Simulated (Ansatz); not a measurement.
Input for Ansatz (a first-principles code): R-revPBE/def2-TZVPP on AlH3O3 (SMILES [OH][Al]([OH])[OH]).

Ansatz 0.2 input:
```yaml
crystal:
  periodic: [false, false, false]
  atoms:
    - {symbol: Al, position_ang: [0.00006496, -0.00001472, 0.00009251]}
    - {symbol: O, position_ang: [1.68326852, -0.01703906, 0.17950077]}
    - {symbol: H, position_ang: [2.18238902, -0.81968802, 0.33613226]}
    - {symbol: O, position_ang: [-0.80715556, 1.46226792, -0.27511529]}
    - {symbol: H, position_ang: [-0.35400826, 2.30409573, -0.33738906]}
    - {symbol: O, position_ang: [-0.87602597, -1.44534001, 0.09607502]}
    - {symbol: H, position_ang: [-1.82853273, -1.48438185, 0.00060379]}
basis:
  gaussian:
    orbitals: def2-TZVPP
hamiltonian:
  xc: {name: revPBE}
scf: {lower_state_search: off}
```

Task: Predict the final total energy.

Result: -470.0661 hartree.
